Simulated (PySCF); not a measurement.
## Spin-orbit coupling and the electron affinity along the 3d series

Two-component X2C-1e calculated with PySCF 2.14: MP2 on generalised Hartree-Fock spinors (GMP2), with spin-orbit coupling off and on (screened by Boettger's factors); no Breit or QED terms. Values in eV; the references (photodetachment measurements) lie between the lowest levels. Elements whose determinants are no pure J levels are left out.

```csv
element,configurations,spin-free,with spin-orbit,shift,reference
"Fe (x2c-SVPall-2c with one added diffuse shell each of s, d type, [Ne] frozen)",[Ar] 3d7 4s2 → [Ar] 3d6 4s2,-0.489,-0.475,0.014,0.153
"Co (x2c-SVPall-2c with one added diffuse shell each of s, d type, [Ne] frozen)",[Ar] 3d8 4s2 → [Ar] 3d7 4s2,0.273,0.260,-0.013,0.662
"Ni (x2c-SVPall-2c with one added diffuse shell each of s, d type, [Ne] frozen)",[Ar] 3d9 4s2 → [Ar] 3d8 4s2,1.091,1.042,-0.049,1.157
"Cu (x2c-SVPall-2c with one added diffuse shell each of s, d type, [Ne] frozen)",[Ar] 3d10 4s2 → [Ar] 3d10 4s1,0.612,0.612,0.000,1.236
```

What remains against the references is mostly the basis and correlation beyond MP2.
